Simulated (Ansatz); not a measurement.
The same ligand exchange along the group C, Si, Ge.

Isolated molecules relaxed with PBE0-D4/def2-TZVP in Ansatz; ΔE leaves out vibrations. CCSD(T)/CBS adds triple-zeta CCSD(T) − MP2 to the extrapolated MP2 energy (def2 sets, frozen cores). This one scheme is used for every species. For Ge outer-core shells are correlated without core-valence functions, which leaves a few kJ/mol of doubt a bond. Scalar relativity is left out up to krypton. One conformer a species, not always the lowest.

| reaction | HF/CBS(def2) (kJ/mol) | CCSD(T)/CBS(def2) (kJ/mol) |
| --- | --- | --- |
| `COCF` + HCl → `FCCl` + CH₃OH | 31 | 26 |
| `F[SiH2]O[SiH3]` + HCl → `F[SiH2]Cl` + `O[SiH3]` | 38 | 28 |
| `[F][GeH2][O][GeH3]` + HCl → `[F][GeH2][Cl]` + `[OH][GeH3]` | -22 | -18 |

Largest T1 diagnostic: 0.012, for `[F][GeH2][O][GeH3]`.
